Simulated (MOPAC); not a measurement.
MOPAC input (AM1):

```
AM1 PRECISE GNORM=0.05 LET XYZ UHF MS=0.5 GEO-OK AUX(PRECISION=9) THREADS=1
C2H8BN2

C    -1.66959500 1   -1.01952100 1   -0.11564800 1
C    -0.62773600 1   -0.39468000 1    0.82701000 1
B     0.52083500 1    0.36793800 1    0.02135800 1
N     0.26486900 1    1.71474600 1   -0.40645000 1
N     1.68479500 1   -0.31553700 1   -0.37289700 1
H    -2.16129600 1   -0.25360800 1   -0.71729900 1
H    -1.20562500 1   -1.72886200 1   -0.80430500 1
H    -2.44142300 1   -1.55490200 1    0.44184400 1
H    -1.13173900 1    0.28663900 1    1.51763600 1
H    -0.16966100 1   -1.17739000 1    1.44191200 1
H     0.38580000 1    2.45724800 1    0.28011000 1
H     1.85225600 1   -1.27887900 1   -0.13989100 1
H     2.40385100 1    0.10080300 1   -0.93953900 1
```

Output:

```
 *******************************************************************************
 **                                                                           **
 **                              MOPAC v23.2.5                                **
 **                                                                           **
 *******************************************************************************
 ** MOPAC's Digital Object Identifier: https://doi.org/10.5281/zenodo.6511958 **
 **                                                                           **
 ** Please cite the open-source release paper for use of this MOPAC version:  **
 ** J. E. Moussa and J. J. P. Stewart (2026)                                  **
 ** MOPAC: An open-source semiempirical molecular orbital program             **
 ** J. Open Source Softw., 11(119), 8025, https://doi.org/10.21105/joss.08025 **
 *******************************************************************************

                              AM1 CALCULATION RESULTS

 *******************************************************************************
 *  AM1        - The AM1 Hamiltonian to be used
 *  GEO-OK     - OVERRIDE INTERATOMIC DISTANCE AND OTHER SAFETY CHECKS
 *  UHF        - UNRESTRICTED HARTREE-FOCK CALCULATION
 *  MS=        - IN MECI, MAGNETIC COMPONENT OF SPIN =  0.5
 *  LET        - OVERRIDE SOME SAFETY CHECKS
 *  PRECISE    - TIGHTER CRITERIA TO BE USED
 *  XYZ        - CARTESIAN COORDINATE SYSTEM TO BE USED
 *  GNORM      - EXIT WHEN GRADIENT NORM DROPS BELOW 0.050
 *  AUX        - OUTPUT AUXILIARY INFORMATION
 *******************************************************************************
AM1 PRECISE GNORM=0.05 LET XYZ UHF MS=0.5 GEO-OK AUX(PRECISION=9) THREADS=1
 C2H8BN2

   ATOM   CHEMICAL          X               Y               Z
  NUMBER   SYMBOL      (ANGSTROMS)     (ANGSTROMS)     (ANGSTROMS)

     1       C         -1.66959500  *  -1.01952100  *  -0.11564800  *
     2       C         -0.62773600  *  -0.39468000  *   0.82701000  *
     3       B          0.52083500  *   0.36793800  *   0.02135800  *
     4       N          0.26486900  *   1.71474600  *  -0.40645000  *
     5       N          1.68479500  *  -0.31553700  *  -0.37289700  *
     6       H         -2.16129600  *  -0.25360800  *  -0.71729900  *
     7       H         -1.20562500  *  -1.72886200  *  -0.80430500  *
     8       H         -2.44142300  *  -1.55490200  *   0.44184400  *
     9       H         -1.13173900  *   0.28663900  *   1.51763600  *
    10       H         -0.16966100  *  -1.17739000  *   1.44191200  *
    11       H          0.38580000  *   2.45724800  *   0.28011000  *
    12       H          1.85225600  *  -1.27887900  *  -0.13989100  *
    13       H          2.40385100  *   0.10080300  *  -0.93953900  *

          CARTESIAN COORDINATES

    NO.       ATOM           X           Y           Z

     1         C         -1.6696     -1.0195     -0.1156
     2         C         -0.6277     -0.3947      0.8270
     3         B          0.5208      0.3679      0.0214
     4         N          0.2649      1.7147     -0.4065
     5         N          1.6848     -0.3155     -0.3729
     6         H         -2.1613     -0.2536     -0.7173
     7         H         -1.2056     -1.7289     -0.8043
     8         H         -2.4414     -1.5549      0.4418
     9         H         -1.1317      0.2866      1.5176
    10         H         -0.1697     -1.1774      1.4419
[...]
    13       H          2.05405735  *   0.06175717  *  -1.25821705  *

                             CARTESIAN COORDINATES

   1    C       -1.286118279    -1.457026837     0.141241823
   2    C       -0.945359952    -0.035891431     0.484284598
   3    B        0.445074033     0.500019549    -0.039707634
   4    N        0.770488872     1.849781324     0.340184217
   5    N        1.222216008    -0.271280034    -0.855444028
   6    H       -1.372783698    -1.597994422    -0.963903390
   7    H       -0.512994181    -2.164410309     0.528710777
   8    H       -2.267688177    -1.734996175     0.599412283
   9    H       -1.702571146     0.661379986     0.050729815
  10    H       -0.927826116     0.097425564     1.592237111
  11    H        1.243795340     1.836863140     1.208384397
  12    H        0.878507393    -1.138173492    -1.165067193
  13    H        2.054057350     0.061757167    -1.258217050

           Empirical Formula: C2 H8 N2 B  =    13 atoms

      MOLECULAR POINT GROUP   :   C1

          ALPHA EIGENVALUES
 -35.63092 -32.34057 -31.77735 -23.97976 -19.22236 -17.69227 -15.84447 -15.06019
 -14.11868 -13.50748 -12.33124 -12.01539 -11.54673 -10.88399 -10.38959   2.55461
   2.72094   4.08236   4.18636   4.56180   4.69531   5.01856   5.03305   5.18650
   5.26829   5.82743   7.21261   7.63332

           BETA EIGENVALUES
 -35.40495 -32.29244 -29.83695 -23.75774 -19.08874 -17.61957 -15.53392 -14.95887
 -14.00270 -13.10217 -12.17162 -11.58081 -11.08029 -10.29884   0.93502   2.55677
   2.94395   4.16909   4.22587   4.69139   4.75998   5.03419   5.13768   5.24824
   5.41623   6.15137   7.36293   7.85867

              NET ATOMIC CHARGES AND DIPOLE CONTRIBUTIONS

  ATOM NO.   TYPE          CHARGE      No. of ELECS.   s-Pop       p-Pop
    1          C          -0.199664        4.1997     1.22050     2.97917
    2          C          -0.224027        4.2240     1.22539     2.99864
    3          B           0.098394        2.9016     1.14101     1.76059
    4          N          -0.216344        5.2163     1.75316     3.46319
    5          N          -0.388677        5.3887     1.43909     3.94959
    6          H           0.065701        0.9343     0.93430
    7          H           0.066493        0.9335     0.93351
    8          H           0.071368        0.9286     0.92863
    9          H           0.097507        0.9025     0.90249
   10          H           0.082074        0.9179     0.91793
   11          H           0.138100        0.8619     0.86190
   12          H           0.207662        0.7923     0.79234
   13          H           0.201413        0.7986     0.79859
 DIPOLE           X         Y         Z       TOTAL
 POINT-CHG.     0.529    -1.043    -0.288     1.204
 HYBRID         0.395    -0.898     0.240     1.010
 SUM            0.924    -1.941    -0.048     2.150

          ATOMIC ORBITAL ELECTRON POPULATIONS

     Atom    s        px        py        pz
    1  C   1.22050   1.00910   0.96328   1.00678
    2  C   1.22539   1.02731   0.95862   1.01271
    3  B   1.14101   0.63756   0.62805   0.49498
    4  N   1.75316   1.04107   1.29791   1.12421
    5  N   1.43909   1.24940   1.21593   1.48426
    6  H   0.93430
    7  H   0.93351
    8  H   0.92863
    9  H   0.90249
   10  H   0.91793
   11  H   0.86190
   12  H   0.79234
   13  H   0.79859

                    (SZ)    =    0.500000
                    (S**2)  =    0.754892

          ATOMIC ORBITAL SPIN POPULATIONS

    Atom   Total    s     px     py     pz
         Atomic
    1  C  0.0006  0.000 -0.000  0.001 -0.000
    2  C  0.0432  0.008  0.025  0.005  0.006
    3  B -0.0669 -0.013 -0.021 -0.021 -0.012
    4  N  1.0339  0.029  0.736  0.023  0.246
    5  N  0.0235  0.008  0.004  0.007  0.005
    6  H  0.0000  0.000
    7  H  0.0000  0.000
    8  H  0.0023  0.002
    9  H -0.0028 -0.003
   10  H -0.0026 -0.003
   11  H -0.0328 -0.033
   12  H  0.0002  0.000
   13  H  0.0012  0.001

 **********************
 *                    *
 * JOB ENDED NORMALLY *
 *                    *
 **********************

 == MOPAC DONE ==
```

The geometry given is a B3LYP-D3(BJ)/def2-TZVP minimum.
